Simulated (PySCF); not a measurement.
Optical rotation: SMILES C[C@@H]1C[P@]1(=O)C1CC1, C6H11OP

Geometry:
```tsv
atom	x (Å)	y (Å)	z (Å)
C1	2.148	-1.012	-0.570
C2	1.669	0.416	-0.548
C3	1.486	1.096	0.852
P4	-0.012	0.979	-0.159
O5	-0.620	2.147	-0.808
C6	-1.127	-0.343	0.387
C7	-2.260	-0.645	-0.552
C8	-2.526	0.090	0.715
H9	1.629	-1.607	0.178
H10	3.216	-1.048	-0.355
H11	1.980	-1.462	-1.546
H12	2.173	1.054	-1.269
H13	1.947	2.067	0.977
H14	1.632	0.444	1.701
H15	-0.677	-1.147	0.949
H16	-2.585	-1.671	-0.646
H17	-2.301	-0.079	-1.472
H18	-2.745	1.145	0.640
H19	-3.038	-0.416	1.520
```

Theory: TDDFT B3LYP/def2-SVPD circular dichroism and optical rotation, one conformer, gas phase in PySCF. Geometry: GFN2-xTB.

The molecule is flexible and this is one conformer; a measurement averages over conformers. States above about 6.6 eV (minus the energy of the highest occupied orbital) lie near or above the ionisation threshold and depend on the basis.

Stereocentres: C2 R, P4 S.

(1) Give the optical rotatory dispersion at 633, 589.3, 546, 436, 405, 365, 355 nm.

(2) And for the mirror image at 589.3 nm?

(3) What is the molar rotation [Φ] = [α]·M/100 of the geometry above at 589.3 nm?

Results:

(1) [α] in deg dm⁻¹ (g/mL)⁻¹:
```tsv
λ (nm)	origin-invariant length gauge	modified velocity gauge	length gauge (centre of mass)	isotropic polarisability (au)
633	-16.9	-18.5	-17.1	96.4
589.3	-19.2	-21.1	-19.4	96.8
546	-22.0	-24.0	-22.2	97.3
436	-30.8	-33.2	-31.1	99.2
405	-32.9	-35.2	-33.3	100.0
365	-32.8	-34.3	-33.3	101.6
355	-31.6	-32.7	-32.0	102.0
```

(2) +19.2 deg dm⁻¹ (g/mL)⁻¹ (origin-invariant length gauge): the same size and the opposite sign.

(3) With M = 130.13 g/mol, -25.0 deg cm² dmol⁻¹ (origin-invariant length gauge).

The first excitation lies at 5.95 eV (208 nm) with R = +13.4 × 10⁻⁴⁰ esu² cm² (velocity form).
